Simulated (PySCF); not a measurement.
# Hartree-Fock beside MP2: BGeH3NO anion

These are calculations, not measurements. They come from PySCF 2.14.0, an open-source quantum chemistry program, on an isolated molecule that a program drew, which may never have been made. The molecule is BGeH3NO anion (charge -1, singlet), drawn as the SMILES string `[NH]=[GeH][BH][O-]`.

The geometry was optimised and harmonic frequencies were computed with HF and MP2, all in the aug-cc-pVDZ basis, for the commonest isotopes, with a restricted reference for singlets and an unrestricted one otherwise, and a frozen core in MP2. Germanium has the aug-cc-pVDZ-PP basis, with a core potential (ECP10MDF) in place of its 10 inner electrons, and its 3s, 3p and 3d shells are frozen in MP2. Each result is a local minimum of its method.

Geometry at the HF minimum:
```xyz
7
BGeH3NO anion, angstrom
N     0.4284   -1.8725    1.5405
Ge    0.6645   -1.6035   -0.1486
B    -0.6506   -1.0745   -1.9043
O    -1.8755   -0.9089   -1.7356
H    -0.5505   -1.7566    1.7641
H     2.2123   -1.8013   -0.4216
H     0.0633   -1.0081   -2.9007
```

Lengths of the bonds as drawn, in Å (atoms numbered as above):
| bond | HF | MP2 |
|---|---|---|
| N1-Ge2 | 1.727 | 1.792 |
| Ge2-B3 | 2.257 | 2.230 |
| B3-O4 | 1.247 | 1.287 |
| N1-H5 | 1.011 | 1.039 |
| Ge2-H6 | 1.584 | 1.592 |
| B3-H7 | 1.228 | 1.235 |

Rotational constants, in GHz:
| constant | HF | MP2 |
|---|---|---|
| A | 13.8 | 12.93 |
| B | 2.611 | 2.612 |
| C | 2.196 | 2.173 |

Harmonic frequencies in cm^-1, each column in rising order, so a row needn't be the same motion in every method:
```
rank,HF,MP2
1,78,74
2,97,87
3,249,229
4,290,250
5,444,424
6,787,709
7,819,743
8,829,758
9,899,779
10,1020,952
11,1077,1004
12,1662,?
13,1952,1899
14,2435,2376
15,3686,3363
```

**Estimate the missing MP2 frequency from the HF column.**

A single factor s that minimises the squared misfit of MP2 against s times HF over the other rows is sum(HF x MP2) / sum(HF^2) = 0.9336, with an rms misfit of 45 cm^-1. For rank 12 it gives 0.9336 x 1662 = 1552 cm^-1. The calculation gives 1475 cm^-1, 77 cm^-1 below the estimate. The drawn bonds are on average 1.6 % longer in MP2 than in HF.
